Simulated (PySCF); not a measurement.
## Silver: a sound run and one with changed settings

Sound run: Ag [Kr] 4d10 5s1, Ag⁺ [Kr] 4d10. Calculation: PySCF 2.14, in cc-pVDZ-PP with ECP28MDF; a scalar-relativistic core potential. In the sound run the correlated levels freeze 4s2 4p6 outside the core potential. The sound run starts from symmetry-adapted Hartree-Fock orbitals and uses a fine grid where one is needed.

Changed run: all electrons correlated in a basis built for the valence shell.

```
species  method  sound run (hartree)  changed run (hartree)  converged
     Ag     MP2           -146.34407             -146.50880        yes
    Ag⁺     MP2           -146.08375             -146.24401        yes
```

Ionisation energy of Ag:

| method | sound run (eV) | changed run (eV) |
| --- | --- | --- |
| UHF | 6.356 | 6.356 |
| MP2 | 7.084 | 7.205 |
| SCS-MP2 | 6.967 | 7.058 |

A valence basis has no tight correlating functions, so it recovers only part of the core correlation, and not evenly between atom and ion.

For comparison, NIST gives 7.576 eV between the lowest levels.
